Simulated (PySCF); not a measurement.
## Computed structure and properties of [Yb(H2O)]2+

System: [Yb(H2O)]2+ (singlet in the valence; each metal's 4f electrons, 14 of them, lie in its core potential, out of spins and levels); start: template (C2v). Method: PySCF 2.14.0, RKS PBE0, Yb lcecp-0-SVP with ECP60, O def2-SVP, H def2-SVP; non-relativistic Hamiltonian with scalar-relativistic core potentials where named; density fitting; no spin-orbit coupling.

Input of the relaxation:

```python
mol = gto.M(atom='''
Yb     0.00000     0.00000    -0.24617
O      0.00000     0.00000     2.31133
H      0.77000    -0.00000     2.90133
H     -0.77000     0.00000     2.90133''',
    basis={'Yb': 'lcecp-0-SVP', 'O': 'def2-SVP', 'H': 'def2-SVP'},
    ecp={'Yb': 'lcecp-0-SVP'},
    charge=2, spin=0)
mf = dft.RKS(mol, xc='PBE0')
mf.grids.atom_grid = (50, 194)  # f atoms: unpruned, at least (60, 302)
mf = mf.density_fit()  # fitting sets: Yb AutoAux, O def2-universal-JKFIT, H def2-universal-JKFIT
mf.conv_tol = 1e-08; mf.max_cycle = 55
mf.kernel(dm0)  # dm0: converged density of the start geometry
# quasi-Newton relaxation in Cartesian coordinates to a largest gradient under 0.00045 Eh/bohr, steps kept in the point group
```

Run from Python with OMP_NUM_THREADS=2; the lines above give its settings. Where DIIS fails, smearing, a level shift and second-order steps follow.
It took 7.7 s on 2 threads of AMD EPYC 7R43 64-Core Processor (Zen 3), on a shared host, from the converged density of the start.

Course of the relaxation:

```json
{"step": "0", "energy above end (eV)": "0.1159", "largest force component within the symmetry (eV/Å)": "1.240"}
{"step": "1", "energy above end (eV)": "0.0694", "largest force component within the symmetry (eV/Å)": "0.787"}
{"step": "2", "energy above end (eV)": "0.0131", "largest force component within the symmetry (eV/Å)": "0.910"}
{"step": "3", "energy above end (eV)": "0.0017", "largest force component within the symmetry (eV/Å)": "0.132"}
{"step": "4", "energy above end (eV)": "0.0001", "largest force component within the symmetry (eV/Å)": "0.054"}
{"step": "5", "energy above end (eV)": "0.0000", "largest force component within the symmetry (eV/Å)": "0.011"}
{"step": "6", "energy above end (eV)": "0.0000", "largest force component within the symmetry (eV/Å)": "0.001"}
```

Relaxed geometry (C2v):

```xyz
4

Yb    0.0000    0.0000   -0.0959
O     0.0000    0.0000    2.2514
H     0.7673    0.0000    2.8562
H    -0.7673    0.0000    2.8562
```

```json
{"contact": "Yb1–O2 (H2O)", "Å": "2.347"}
```

On the finer grid (75, 302):

* HOMO: not given (4f levels lie in the core)
* LUMO: not given (4f levels lie in the core)
* Dipole about the centre of mass: 2.08 D
* Set of Mulliken populations of Yb1 outside the core potential: s 2.05, p 6.04, d 0.13, f 0.00
* D3(BJ) dispersion energy (not in the energies): -0.058 eV

```tsv
atom	Mulliken (e)	Löwdin (e)	spin (e)
Yb1	1.77	1.69	0.00
O2	-0.34	-0.04	0.00
H3	0.29	0.17	0.00
H4	0.29	0.17	0.00
```

The 4f levels lie in the core potential and are missing.

On the grid (50, 194), as all that follows. Harmonic modes: a minimum; lowest 344 cm⁻¹ (negative: unstable), highest 3767 cm⁻¹, zero-point energy 0.661 eV.

Taking off one H2O (charge 0, singlet; the rest: singlet) in vacuum, both parts rigid, costs 2.60 eV; the small basis without counterpoise inflates it. Parting with an electron moved from the ligand to the metal can be far cheaper, even downhill.

Rigid scan of H2O along the line from its metal:

```tsv
distance to O2 (Å)	energy (eV)
2.05	0.514
2.15	0.194
2.25	0.041
2.35	0.000
2.45	0.031
2.55	0.106
2.75	0.325
```

One start shape was tried, so this needn't be the lowest isomer.

An lcecp potential fixes the number of 4f electrons, so in runs with it no electron can move into or out of that shell.
